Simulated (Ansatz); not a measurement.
Consider the β-hydride elimination: `COB([SiH3])Cl` → `[SiH3]BCl` + `C=O`.

Gas-phase electronic energies from Ansatz, PBE0-D4/def2-TZVP geometries. CCSD(T)/CBS adds triple-zeta CCSD(T) − MP2 to the extrapolated MP2 energy (def2 sets, frozen cores). This one scheme is used for every species. Functionals use def2-TZVPP. B3LYP here is the variant with VWN-RPA as its local correlation; programs differ in this. One conformer a species, not always the lowest.

```tsv
level	ΔE (kcal/mol)	difference from CCSD(T)/CBS
PBE-D4	61.8	0.3
r2SCAN-D4	63.7	2.2
PBE0-D4	64.3	2.8
B3LYP-D4	60.5	-1.0
ωB97X-V	62.1	0.6
ωB97M-V	62.1	0.6
B2PLYP	59.2	-2.3
PBE	59.8	-1.7
r2SCAN	63.2	1.7
PBE0	62.5	1.0
B3LYP	57.3	-4.2
HF/def2-TZVPP	54.2	-7.3
MP2/def2-TZVPP	62.6	1.1
SCS-MP2/def2-TZVPP	59.1	-2.4
CCSD/def2-TZVPP	59.6	-1.9
CCSD(T)/def2-TZVPP	60.1	-1.4
HF/def2-QZVPP	54.2	-7.3
MP2/def2-QZVPP	63.4	1.9
SCS-MP2/def2-QZVPP	59.9	-1.6
HF/CBS(def2)	54.2	-7.3
MP2/CBS(def2)	64.0	2.5
CCSD/CBS(def2)	61.0	-0.5
CCSD(T)/CBS	61.5	0
```

Largest T1 diagnostic among the species: 0.015.

The D4 term adds +3.2 kcal/mol with B3LYP and +1.8 kcal/mol with PBE0; it sums over pairs of atoms, weighted by their polarisabilities, and B3LYP, whose exchange is more repulsive, gets the larger term. From PBE to PBE0 (25 % exact exchange), in def2-TZVPP and without D4, ΔE moves by +2.7 kcal/mol.
